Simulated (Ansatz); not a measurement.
# H7OSbSi2: structure from calculated spectroscopic constants

These gas-phase data were calculated for one isomer of H7OSbSi2 at PBE0-D3(BJ)/def2-SVP (harmonic, unscaled wavenumbers; equilibrium rotational constants with average atomic masses):

| Quantity | Value |
| --- | --- |
| rotational constants | 2.542, 1.533, 1 GHz |
| all wavenumbers above 1500 cm⁻¹ | 2250, 2247, 2238, 2216, 2208, 2201, 1912 |

Candidates:

(1) `[SiH3][O][SbH][SiH3]`, a singlet
(2) `[SiH3]O[SiH2][SbH2]`, a singlet

Task: Assign the data to one candidate and say why.

Result: Candidate (1). 6 modes lie between 2000 and 2380 cm⁻¹, one for each Si–H bond, while (2) has 5.

The same quantities for all candidates:

```
     rotational constants (GHz)               wavenumbers above 1500 cm⁻¹  E above the lowest, PBE0-D3(BJ)/def2-SVP (kcal/mol)
(1)             2.542, 1.533, 1  2250, 2247, 2238, 2216, 2208, 2201, 1912                                                 23.5
(2)        4.555, 0.8461, 0.734  2263, 2242, 2239, 2235, 2216, 1963, 1952                                                  0.0
```

Each candidate is one conformer. Atoms past krypton carry core potentials. Programs: Ansatz 0.2.0.
